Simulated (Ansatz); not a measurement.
Reaction (substitution at a C–S bond): `CCSC=O` + H₂Te → `O=C[TeH]` + `CCS`

Gas-phase electronic energies from Ansatz, PBE0-D4/def2-TZVP geometries. CBS: MP2 limit from def2 TZ/QZ plus the TZ coupled-cluster correction, frozen cores. DFT in def2-TZVPP. HSE06 is defined as in plane-wave codes. Elements past krypton have def2 core potentials. For Te outer-core shells are correlated without core-valence functions, which leaves a few kJ/mol of doubt a bond. One conformer a species, not always the lowest.

| level | ΔE (kcal/mol) | difference from CCSD(T)/CBS |
| --- | --- | --- |
| PBE-D4 | 6.6 | 0.2 |
| B97M-V | 8.3 | 1.9 |
| r2SCANh-D4 | 7.6 | 1.2 |
| BHLYP-D4 | 7.4 | 1.0 |
| B2PLYP | 6.5 | 0.1 |
| revPBE | 4.8 | -1.6 |
| r2SCAN | 7.2 | 0.8 |
| HSE06 | 7.0 | 0.6 |
| RPA@PBE/def2-TZVPP | 6.4 | 0.0 |
| HF/def2-SVP | 8.9 | 2.5 |
| MP2/def2-SVP | 10.1 | 3.7 |
| CCSD(T)/def2-SVP | 9.6 | 3.2 |
| HF/def2-TZVPP | 7.0 | 0.6 |
| CCSD/def2-TZVPP | 6.9 | 0.5 |
| HF/def2-QZVPP | 6.8 | 0.4 |
| SCS-MP2/def2-QZVPP | 6.2 | -0.2 |
| CCSD(T)/CBS | 6.4 | 0 |

Largest T1 diagnostic among the species: 0.016.

The D4 term adds +0.7 kcal/mol with B3LYP and +0.5 kcal/mol with PBE0; it sums over pairs of atoms, weighted by their polarisabilities, and B3LYP, whose exchange is more repulsive, gets the larger term. At CCSD(T), def2-SVP lies +3.2 kcal/mol from the extrapolated value and def2-TZVPP +0.6 kcal/mol.

B3LYP here is the variant with VWN-RPA as its local correlation; programs differ in this.
